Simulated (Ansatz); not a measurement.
Species: CH3BF, charge 0, doublet. CH3BF (SMILES B([CH2])F, doublet).
B3LYP-D3(BJ)/def2-TZVP minimum from Ansatz (a first-principles code):
```
B
F 1 1.3368
H 1 1.1938 2 117.09
C 1 1.5275 3 123.85 2 -180.00
H 4 1.0839 1 122.43 3 0.00
H 4 1.0855 5 115.07 1 180.00
```
Charge 0, spin multiplicity 2.

Quantity: atomisation energy (electronic, to ground-state atoms), in kcal/mol. Radicals and triplets start from unrestricted determinants; spin-orbit coupling is neglected. CBS(X,Y): correlation extrapolated as X^-3, Hartree-Fock from the larger set. A bracket is a step between two methods taken in the basis named. The functionals are non-relativistic, so their misses hold any scalar relativity. Double hybrids freeze cores in their MP2 part. 'core' is core correlation in cc-pwCVTZ, 'X2C' scalar relativity in cc-pVTZ-DK, both at CCSD(T). For partners of very few electrons the exact lower level stands in for a higher one.

CCSD(T)/CBS(cc-pVTZ,cc-pVQZ) + [CCSDT(Q) - CCSD(T)]/cc-pVDZ + core + X2C (Ansatz) gives 549.5 kcal/mol.

**Question.** How far off this value is PBE/def2-TZVPD (Ansatz), in which direction, and which of these levels come nearer: B3LYP/def2-TZVPD, wB97M-V/def2-TZVPD, B2PLYP/def2-TZVPD, CCSD(T)/CBS(cc-pVTZ,cc-pVQZ) + core + X2C?

**Answer.** PBE gives 559.7 kcal/mol, 10.2 kcal/mol above it. Differences of the others: B3LYP/def2-TZVPD (Ansatz) 0.7; wB97M-V/def2-TZVPD (Ansatz) 1.6; B2PLYP/def2-TZVPD (Ansatz) -3.0; CCSD(T)/CBS(cc-pVTZ,cc-pVQZ) + core + X2C (Ansatz) -0.3 kcal/mol. Nearer than PBE: B3LYP/def2-TZVPD, wB97M-V/def2-TZVPD, B2PLYP/def2-TZVPD, CCSD(T)/CBS(cc-pVTZ,cc-pVQZ) + core + X2C.
